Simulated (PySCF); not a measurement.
C2H6F2GeS2 (SMILES C[S][Ge]([F])([F])[S]C), singlet, geometry from GFN2-xTB, atoms displaced at random by about 0.08 Å a coordinate; PySCF with R2SCAN/STO-3G, gradient by finite differences.

Input for PySCF:
```python
from pyscf import gto, scf, dft

mol = gto.M(
    atom='''
C    -2.735625    0.952864    0.685480
S    -1.405580    1.568950   -0.608238
Ge   -0.000849   -0.304630   -0.270718
F     1.088310   -0.393153   -1.738246
F    -0.968476   -1.725709   -0.352983
S     1.377820   -0.486885    1.337316
C     2.746024    0.680205    0.970797
H    -3.039400    0.045894    0.281217
H    -3.519506    1.793129    0.549102
H    -2.178594    0.903391    1.598348
H     2.338942    1.652833    0.894090
H     3.041595    0.389583   -0.263744
H     3.540105    0.623642    1.483412
''',
    basis='sto-3g',
    charge=0,
    spin=0,
    verbose=4,
)

mf = dft.RKS(mol)
mf.xc = 'r2scan'
mf.conv_tol = 1e-11
mf.kernel()
scan, done = mf.as_scanner(), []
scan.scf_summary = {}
def energy(d):
    c = mol.atom_coords()
    c[6, 0] += d
    e = scan(mol.set_geom_(c, unit='Bohr', inplace=False))
    done.append(scan.converged)
    return e
h = 1e-3
fd = (energy(h) - energy(-h)) / (2 * h)
print('dE/dx =', fd)
```

Output, abridged:

```
PySCF version 2.14.0

[INPUT] verbose = 4
[INPUT] num. atoms = 13
[INPUT] num. electrons = 100
[INPUT] charge = 0
[INPUT] spin (= nelec alpha-beta = 2S) = 0
[INPUT] symmetry False subgroup None
[INPUT] Mole.unit = angstrom
[INPUT] Symbol           X                Y                Z      unit          X                Y                Z       unit  Magmom
[...]
nuclear repulsion = 830.300791112565
number of shells = 36
number of NR pGTOs = 186
number of NR cGTOs = 62
basis = sto-3g
ecp = {}

******** <class 'pyscf.dft.rks.RKS'> ********
method = RKS
initial guess = minao
damping factor = 0
level_shift factor = 0
DIIS = <class 'pyscf.scf.diis.CDIIS'>
diis_start_cycle = 1
diis_space = 8
diis_damp = 0
SCF conv_tol = 1e-11
SCF conv_tol_grad = None
SCF max_cycles = 50
direct_scf = True
direct_scf_tol = 1e-13
XC library pyscf.dft.libxc version 7.1.2
    S. Lehtola, C. Steigemann, M. J. T. Oliveira, and M. A. L. Marques,  SoftwareX 7, 1–5 (2018)
XC functionals = r2scan
    J. W. Furness, A. D. Kaplan, J. Ning, J. P. Perdew, and J. Sun,  J. Phys. Chem. Lett. 11, 8208–8215 (2020)
    J. W. Furness, A. D. Kaplan, J. Ning, J. P. Perdew, and J. Sun,  J. Phys. Chem. Lett. 11, 9248–9248 (2020)
    J. W. Furness, A. D. Kaplan, J. Ning, J. P. Perdew, and J. Sun,  J. Phys. Chem. Lett. 11, 8208–8215 (2020)
    J. W. Furness, A. D. Kaplan, J. Ning, J. P. Perdew, and J. Sun,  J. Phys. Chem. Lett. 11, 9248–9248 (2020)
radial grids:
    Treutler-Ahlrichs [JCP 102, 346 (1995); DOI:10.1063/1.469408] (M4) radial grids

becke partition: Becke, JCP 88, 2547 (1988); DOI:10.1063/1.454033
pruning grids: <function nwchem_prune>
grids dens level: 3
symmetrized grids: False
atomic radii adjust function: <function treutler_atomic_radii_adjust>
small_rho_cutoff = 0
Set gradient conv threshold to 3.16228e-06
Initial guess from minao.
tot grids = 174008
init E= -3113.73052176795
[...]
cycle= 1 E= -3116.06414689918  delta_E= -2.33  |g|= 0.509  |ddm|= 4.51
[...]
cycle= 2 E= -3115.44553320587  delta_E= 0.619  |g|= 1.44  |ddm|= 3.68
[...]
cycle= 3 E= -3116.19730189526  delta_E= -0.752  |g|= 0.208  |ddm|= 2.63
[...]
cycle= 4 E= -3116.20825570059  delta_E= -0.011  |g|= 0.165  |ddm|= 0.708
[...]
cycle= 5 E= -3116.21902601852  delta_E= -0.0108  |g|= 0.0278  |ddm|= 0.288
[...]
cycle= 6 E= -3116.21931579914  delta_E= -0.00029  |g|= 0.00937  |ddm|= 0.0625
[...]
cycle= 7 E= -3116.21934806592  delta_E= -3.23e-05  |g|= 0.00272  |ddm|= 0.0186
[...]
cycle= 8 E= -3116.21935041986  delta_E= -2.35e-06  |g|= 0.00109  |ddm|= 0.00675
[...]
cycle= 9 E= -3116.21935102341  delta_E= -6.04e-07  |g|= 0.000119  |ddm|= 0.00256
[...]
cycle= 10 E= -3116.21935102856  delta_E= -5.15e-09  |g|= 4.01e-05  |ddm|= 0.000245
[...]
cycle= 11 E= -3116.21935102915  delta_E= -5.98e-10  |g|= 3.1e-06  |ddm|= 7.24e-05
[...]
cycle= 12 E= -3116.21935102914  delta_E= 1e-11  |g|= 1.3e-06  |ddm|= 1.05e-05
[...]
cycle= 13 E= -3116.21935102915  delta_E= -9.09e-12  |g|= 3.62e-07  |ddm|= 4.02e-06
[...]
Extra cycle  E= -3116.21935102915  delta_E= -9.09e-13  |g|= 5.28e-07  |ddm|= 2.08e-06
converged SCF energy = -3116.21935102915
Create scanner for <class 'pyscf.dft.rks.RKS'>

WARN: Mole.unit (angstrom) is changed to Bohr

New geometry
   1 C     -2.735625000000   0.952864000000   0.685480000000 AA   -5.169582029513   1.800651993958   1.295369463867 Bohr
   2 S     -1.405580000000   1.568950000000  -0.608238000000 AA   -2.656161246166   2.964885803136  -1.149403238553 Bohr
   3 Ge    -0.000849000000  -0.304630000000  -0.270718000000 AA   -0.001604377480  -0.575667269326  -0.511582876990 Bohr
   4 F      1.088310000000  -0.393153000000  -1.738246000000 AA    2.056607838625  -0.742951495051  -3.284808877121 Bohr
   5 F     -0.968476000000  -1.725709000000  -0.352983000000 AA   -1.830154398214  -3.261117380697  -0.667041196627 Bohr
   6 S      1.377820000000  -0.486885000000   1.337316000000 AA    2.603702448948  -0.920079304159   2.527160981999 Bohr
   7 C      2.746553177211   0.680205000000   0.970797000000 AA    5.190233291483   1.285401158560   1.834540452549 Bohr
   8 H     -3.039400000000   0.045894000000   0.281217000000 AA   -5.743633583003   0.086727090761   0.531423111572 Bohr
   9 H     -3.519506000000   1.793129000000   0.549102000000 AA   -6.650902433763   3.388522716015   1.037652394451 Bohr
  10 H     -2.178594000000   0.903391000000   1.598348000000 AA   -4.116945996621   1.707161573397   3.020439971746 Bohr
  11 H      2.338942000000   1.652833000000   0.894090000000 AA    4.419959801242   3.123401699643   1.689585230712 Bohr
  12 H      3.041595000000   0.389583000000  -0.263744000000 AA    5.747781531846   0.736205172786  -0.498403926997 Bohr
  13 H      3.540105000000   0.623642000000   1.483412000000 AA    6.689828902203   1.178512579776   2.803242409893 Bohr

******** <class 'pyscf.scf.hf.RKS_Scanner'> ********
method = RKS_Scanner
initial guess = minao
damping factor = 0
level_shift factor = 0
DIIS = <class 'pyscf.scf.diis.CDIIS'>
diis_start_cycle = 1
diis_space = 8
diis_damp = 0
SCF conv_tol = 1e-11
SCF conv_tol_grad = None
SCF max_cycles = 50
direct_scf = True
direct_scf_tol = 1e-13
XC library pyscf.dft.libxc version 7.1.2
    S. Lehtola, C. Steigemann, M. J. T. Oliveira, and M. A. L. Marques,  SoftwareX 7, 1–5 (2018)
XC functionals = r2scan
    J. W. Furness, A. D. Kaplan, J. Ning, J. P. Perdew, and J. Sun,  J. Phys. Chem. Lett. 11, 8208–8215 (2020)
    J. W. Furness, A. D. Kaplan, J. Ning, J. P. Perdew, and J. Sun,  J. Phys. Chem. Lett. 11, 9248–9248 (2020)
    J. W. Furness, A. D. Kaplan, J. Ning, J. P. Perdew, and J. Sun,  J. Phys. Chem. Lett. 11, 8208–8215 (2020)
    J. W. Furness, A. D. Kaplan, J. Ning, J. P. Perdew, and J. Sun,  J. Phys. Chem. Lett. 11, 9248–9248 (2020)
radial grids:
    Treutler-Ahlrichs [JCP 102, 346 (1995); DOI:10.1063/1.469408] (M4) radial grids

becke partition: Becke, JCP 88, 2547 (1988); DOI:10.1063/1.454033
pruning grids: <function nwchem_prune>
grids dens level: 3
symmetrized grids: False
atomic radii adjust function: <function treutler_atomic_radii_adjust>
small_rho_cutoff = 0
Set gradient conv threshold to 3.16228e-06
tot grids = 174008
init E= -3116.2192124747
[...]
cycle= 1 E= -3116.21920722416  delta_E= 5.25e-06  |g|= 0.000209  |ddm|= 0.00127
[...]
cycle= 2 E= -3116.21920722479  delta_E= -6.23e-10  |g|= 0.000203  |ddm|= 0.000911
[...]
cycle= 3 E= -3116.21920724425  delta_E= -1.95e-08  |g|= 5.64e-05  |ddm|= 0.000601
[...]
cycle= 4 E= -3116.2192072457  delta_E= -1.45e-09  |g|= 1.77e-05  |ddm|= 0.000136
[...]
cycle= 5 E= -3116.21920724582  delta_E= -1.21e-10  |g|= 2.75e-06  |ddm|= 3.36e-05
[...]
cycle= 6 E= -3116.21920724584  delta_E= -1.64e-11  |g|= 1.16e-06  |ddm|= 6.77e-06
[...]
cycle= 7 E= -3116.21920724583  delta_E= 2.73e-12  |g|= 6.19e-08  |ddm|= 2.22e-06
[...]
Extra cycle  E= -3116.21920724584  delta_E= -2.73e-12  |g|= 6.68e-08  |ddm|= 2.91e-07
converged SCF energy = -3116.21920724584

WARN: Mole.unit (angstrom) is changed to Bohr

New geometry
   1 C     -2.735625000000   0.952864000000   0.685480000000 AA   -5.169582029513   1.800651993958   1.295369463867 Bohr
   2 S     -1.405580000000   1.568950000000  -0.608238000000 AA   -2.656161246166   2.964885803136  -1.149403238553 Bohr
   3 Ge    -0.000849000000  -0.304630000000  -0.270718000000 AA   -0.001604377480  -0.575667269326  -0.511582876990 Bohr
   4 F      1.088310000000  -0.393153000000  -1.738246000000 AA    2.056607838625  -0.742951495051  -3.284808877121 Bohr
   5 F     -0.968476000000  -1.725709000000  -0.352983000000 AA   -1.830154398214  -3.261117380697  -0.667041196627 Bohr
   6 S      1.377820000000  -0.486885000000   1.337316000000 AA    2.603702448948  -0.920079304159   2.527160981999 Bohr
   7 C      2.745494822789   0.680205000000   0.970797000000 AA    5.188233291483   1.285401158560   1.834540452549 Bohr
   8 H     -3.039400000000   0.045894000000   0.281217000000 AA   -5.743633583003   0.086727090761   0.531423111572 Bohr
   9 H     -3.519506000000   1.793129000000   0.549102000000 AA   -6.650902433763   3.388522716015   1.037652394451 Bohr
  10 H     -2.178594000000   0.903391000000   1.598348000000 AA   -4.116945996621   1.707161573397   3.020439971746 Bohr
  11 H      2.338942000000   1.652833000000   0.894090000000 AA    4.419959801242   3.123401699643   1.689585230712 Bohr
  12 H      3.041595000000   0.389583000000  -0.263744000000 AA    5.747781531846   0.736205172786  -0.498403926997 Bohr
  13 H      3.540105000000   0.623642000000   1.483412000000 AA    6.689828902203   1.178512579776   2.803242409893 Bohr

******** <class 'pyscf.scf.hf.RKS_Scanner'> ********
method = RKS_Scanner
initial guess = minao
damping factor = 0
level_shift factor = 0
DIIS = <class 'pyscf.scf.diis.CDIIS'>
diis_start_cycle = 1
diis_space = 8
diis_damp = 0
SCF conv_tol = 1e-11
SCF conv_tol_grad = None
SCF max_cycles = 50
direct_scf = True
direct_scf_tol = 1e-13
XC library pyscf.dft.libxc version 7.1.2
    S. Lehtola, C. Steigemann, M. J. T. Oliveira, and M. A. L. Marques,  SoftwareX 7, 1–5 (2018)
XC functionals = r2scan
    J. W. Furness, A. D. Kaplan, J. Ning, J. P. Perdew, and J. Sun,  J. Phys. Chem. Lett. 11, 8208–8215 (2020)
    J. W. Furness, A. D. Kaplan, J. Ning, J. P. Perdew, and J. Sun,  J. Phys. Chem. Lett. 11, 9248–9248 (2020)
    J. W. Furness, A. D. Kaplan, J. Ning, J. P. Perdew, and J. Sun,  J. Phys. Chem. Lett. 11, 8208–8215 (2020)
    J. W. Furness, A. D. Kaplan, J. Ning, J. P. Perdew, and J. Sun,  J. Phys. Chem. Lett. 11, 9248–9248 (2020)
radial grids:
    Treutler-Ahlrichs [JCP 102, 346 (1995); DOI:10.1063/1.469408] (M4) radial grids

becke partition: Becke, JCP 88, 2547 (1988); DOI:10.1063/1.454033
pruning grids: <function nwchem_prune>
grids dens level: 3
symmetrized grids: False
atomic radii adjust function: <function treutler_atomic_radii_adjust>
small_rho_cutoff = 0
Set gradient conv threshold to 3.16228e-06
tot grids = 174008
init E= -3116.21948393333
[...]
cycle= 1 E= -3116.21949376554  delta_E= -9.83e-06  |g|= 0.000419  |ddm|= 0.00255
[...]
cycle= 2 E= -3116.21949376775  delta_E= -2.21e-09  |g|= 0.000407  |ddm|= 0.00183
[...]
cycle= 3 E= -3116.21949384631  delta_E= -7.86e-08  |g|= 0.000113  |ddm|= 0.00121
[...]
cycle= 4 E= -3116.21949385208  delta_E= -5.76e-09  |g|= 3.57e-05  |ddm|= 0.000273
[...]
cycle= 5 E= -3116.2194938526  delta_E= -5.21e-10  |g|= 5.54e-06  |ddm|= 6.8e-05
[...]
cycle= 6 E= -3116.2194938526  delta_E= 9.09e-13  |g|= 2.31e-06  |ddm|= 1.36e-05
[...]
Extra cycle  E= -3116.21949385259  delta_E= 3.18e-12  |g|= 4.09e-06  |ddm|= 1.16e-05
converged SCF energy = -3116.21949385259
dE/dx = 0.1433033783087012
```
